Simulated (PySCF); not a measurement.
H7NO2Si2, SMILES N[SiH2]O[SiH2]O.

The structure is a stationary point at r2SCAN-D4/def2-SVP. The structure was generated by enumeration, and PubChem lists no compound with its InChIKey, so it may never have been made. The values are those of a single conformer.

Vertical ionisation energy (IE) and electron affinity (EA) in eV. Rows of orbital energies are one-electron estimates. Where ΔSCF, EOM or ADC give a negative EA the extra electron is unbound and the value depends on the basis.

```json
[
 {"level": "−ε(HOMO), −ε(LUMO), ωB97X/def2-TZVP (PySCF)", "IE": "?", "EA": "?"},
 {"level": "−ε(HOMO), −ε(LUMO), PBE/def2-TZVP (PySCF)", "IE": "6.32", "EA": "0.43"}
]
```

Task: Fill in the missing entries. (Estimate from the structure and the level; the computed values follow.)

Result: 
- −ε(HOMO), −ε(LUMO), ωB97X/def2-TZVP (PySCF), IE: 10.29
- −ε(HOMO), −ε(LUMO), ωB97X/def2-TZVP (PySCF), EA: -2.42
